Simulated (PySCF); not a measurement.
## Vertical excitation energies

Species: C₄H₈SSi.
Numbering: `[S:1]=[C:2]1[CH2:3][CH2:4][SiH2:5][CH2:6]1` (hydrogens: H7, H8 on C3; H9, H10 on C4; H11, H12 on Si5; H13, H14 on C6)

Theory: PySCF, TDDFT PBE0/def2-SVPD, vertical, gas phase, core orbitals frozen in the response. Isolated species at its GFN2-xTB geometry (one conformer only).

```csv
state,E (eV),ν̃ (cm⁻¹),f,"main configurations (H = HOMO, L = LUMO)"
S1,2.52,20310,0.0004,H→L (99%)
S2,5.40,43520,0.140,"H-1→L (56%), H-2→L (24%), H→L+1 (11%)"
S3,5.43,43840,0.053,H→L+1 (84%)
S4,5.73,46230,0.039,"H-2→L (56%), H→L+2 (29%), H-1→L (12%)"
S5,5.84,47080,0.121,"H→L+2 (61%), H-2→L (16%), H-1→L (12%)"
S6,5.99,48280,0.027,H-3→L (83%)
S7,6.45,52060,0.010,"H→L+3 (63%), H→L+5 (28%)"
S8,6.62,53380,0.019,"H-4→L (46%), H→L+6 (22%), H→L+4 (19%)"
```

Triplets (Tamm–Dancoff): T1 2.05 eV, H→L (99%); T2 3.23 eV, H-1→L (94%); T3 5.23 eV, H-3→L (46%), H-2→L (40%).

The lowest singlet lies at 2.52 eV (492 nm, visible) and is dark (f under 0.0005); its leading configuration is HOMO→LUMO (99%). The strongest level in the table is S2 at 5.40 eV (230 nm, f = 0.140). S1 has the pattern of n→π* at C=S. Of the 8 states listed, 7 reach f = 0.01 and 1 stays under 0.0005. Weighted by f, the mean energy of these states is 5.68 eV. The oscillator strengths of these states sum to 0.409; summed over the whole spectrum of an exact calculation they would give the number of electrons, 62 (Thomas–Reiche–Kuhn). S1 lies in the visible range (380 to 750 nm), at 492 nm, dark in the vertical dipole picture (f under 0.0005); light of that wavelength is green-blue to blue-green, and its complementary colour is orange to red; a Tamm–Dancoff triplet lies at 605 nm, without intensity as long as spin–orbit coupling is left out. Only the lowest 8 singlets were computed, as vertical energies without vibronic structure.
